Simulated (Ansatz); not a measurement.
`C#CB(O)F` + `C=N` → `C=NB(O)F` + `C#C` at 500 K and 1 bar (ligand exchange at a B–C bond).

Isolated molecules relaxed with PBE0-D4/def2-TZVP in Ansatz; ΔE leaves out vibrations. CCSD(T)/CBS is the MP2 limit (def2-TZVPP, def2-QZVPP) plus CCSD(T) − MP2 in def2-TZVPP, frozen cores. This one scheme is used for every species. One conformer a species, not always the lowest.

| species | CCSD(T)/CBS energy (Eh) | H − E (kJ/mol) | S (J/(mol·K)) |
| --- | --- | --- | --- |
| `C#CB(O)F` | -277.13346 | 143.3 | 349.2 |
| `C=N` | -94.52360 | 124.2 | 249.5 |
| `C=NB(O)F` | -294.43506 | 175.3 | 357.2 |
| `C#C` | -77.22717 | 90.7 | 225.3 |

H − E and S are ideal-gas, rigid-rotor, harmonic terms from PBE0-D4/def2-TZVP, for one conformer and one mirror image of each species. 1 Eh = 2625.50 kJ/mol, R = 8.31446 J/(mol·K).

By hand: ΔE, ΔH, ΔS and ΔG.

ΔE = (-294.43506) + (-77.22717) − (-277.13346) − (-94.52360) = -0.00517 Eh = -13.6 kJ/mol. Δ(H − E) = 175.3 + 90.7 − 143.3 − 124.2 = -1.5, so ΔH = -15.1 kJ/mol. ΔS = 357.2 + 225.3 − 349.2 − 249.5 = -16.2 J/(mol·K). ΔG = -15.1 − 500 × (-16.2)/1000 = -7.0 kJ/mol.

By hand: the equilibrium constant, and the temperature at which ΔG would vanish if ΔH and ΔS stayed fixed.

log₁₀ K = −ΔG/(RT ln 10) = 0.7. ΔG = 0 at ΔH/ΔS = 932 K, though so small a ΔS makes that figure unsure.

TΔS isn't small against ΔH here. A doubt of 5 kJ/mol in ΔE shifts log₁₀ K by 0.5 here. Other conformers and mirror images would add mixing entropy, several J/(mol·K) or more a flexible species. These are equilibria of isolated gas molecules and say nothing of rates. Largest T1 diagnostic: 0.014 (customary marks: 0.02 for closed shells, 0.045 for open ones).
